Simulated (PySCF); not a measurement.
Radial density of Ru³⁺ (ruthenium, charge +3)

M06-2X, [Kr] 4d5, high-spin 6S determinant. All numbers are calculated (PySCF 2.14, scalar relativity through the core potential, in aug-cc-pVDZ-PP with ECP28MDF). This is the valence pseudo-density: the core potential removes the inner electrons and smooths the orbitals near the nucleus.

| r (bohr) | 4πr²ρ (e/bohr) | 4πr²(ρα − ρβ) |
| --- | --- | --- |
| 0.0359 | 2.551e-05 | 0.0000 |
| 0.0603 | 6.585e-05 | 0.0000 |
| 0.102 | 0.0002744 | 0.0000 |
| 0.171 | 0.002875 | 0.0009 |
| 0.287 | 0.05900 | 0.0209 |
| 0.483 | 1.565 | 0.3848 |
| 0.812 | 11.51 | 2.7950 |
| 1.37 | 8.942 | 3.7134 |
| 2.30 | 1.121 | 0.8702 |
| 3.87 | 0.02446 | 0.0239 |
| 6.50 | 1.092e-05 | 0.0000 |
| 10.9 | 1.571e-05 | 0.0000 |

Energies and moments cover only the electrons outside the core potential.
